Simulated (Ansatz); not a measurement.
Geometry optimisation, Ansatz 0.2.0, RHF/def2-SVP.

The input (input.yaml):

```yaml
crystal:
  periodic: [false, false, false]
  atoms:
    - { symbol: Sn, position_ang: [-0.951524, -1.029133, -0.696186] }
    - { symbol: Cl, position_ang: [0.731597, -2.637264, -1.263915] }
    - { symbol: "N", position_ang: [0.464335, 0.346182, -0.30714] }
    - { symbol: C, position_ang: [0.533003, 1.249677, 0.823016] }
    - { symbol: H, position_ang: [1.315263, -0.17898, -0.468205] }
    - { symbol: H, position_ang: [-1.870297, -1.583457, 0.62759] }
    - { symbol: H, position_ang: [-1.873485, -0.71844, -2.086183] }
    - { symbol: H, position_ang: [0.710231, 0.758227, 1.785431] }
    - { symbol: H, position_ang: [1.332187, 1.975068, 0.672511] }
    - { symbol: H, position_ang: [-0.391211, 1.818122, 0.91298] }
basis:
  gaussian: { orbitals: def2-SVP }
hamiltonian:
  xc: hf
relax:
  f_tol: 0.03
  max_steps: 50
```

Run as:

```bash
$ ansatz run input.yaml --threads 2 --pin off --max-ram 3072MiB --backend cpu --events-out ev --progress --plain --runs-dir out
```

Q: Where does it end, and by what steps?

A: The forces met the threshold. After 17 steps the energy has fallen by 0.283 eV; H5 moved furthest, 1.19 Å.

```csv
step,energy less start (eV),largest force component (eV/Å),accepted
0,0.0000,0.651,yes
1,-0.1137,0.439,yes
2,-0.1606,0.488,yes
3,-0.1458,1.236,no
4,-0.1804,0.064,yes
5,-0.1851,0.063,yes
6,-0.1896,0.273,yes
7,-0.1940,0.302,yes
8,-0.2004,0.576,yes
9,-0.2179,0.410,yes
10,-0.2464,0.221,yes
11,-0.2586,0.418,yes
12,-0.2647,0.364,yes
13,-0.2650,0.528,yes
14,-0.2769,0.155,yes
15,-0.2800,0.128,yes
16,-0.2821,0.058,yes
17,-0.2829,0.025,yes
```

```xyz
10
Properties=species:S:1:pos:R:3
Sn -0.882 -0.981 -0.809
Cl 0.263 -3.001 -0.302
N 0.278 0.605 -0.402
C 0.629 1.041 0.934
H 1.002 0.800 -1.068
H -2.237 -0.955 0.211
H -1.187 -1.028 -2.478
H 1.461 0.484 1.378
H 0.900 2.099 0.933
H -0.227 0.936 1.603
```

Time of the run: 49 s on 2 threads of AMD EPYC 7R43 64-Core Processor (Zen 3), with other jobs on the host, peak memory 0.24 GiB.
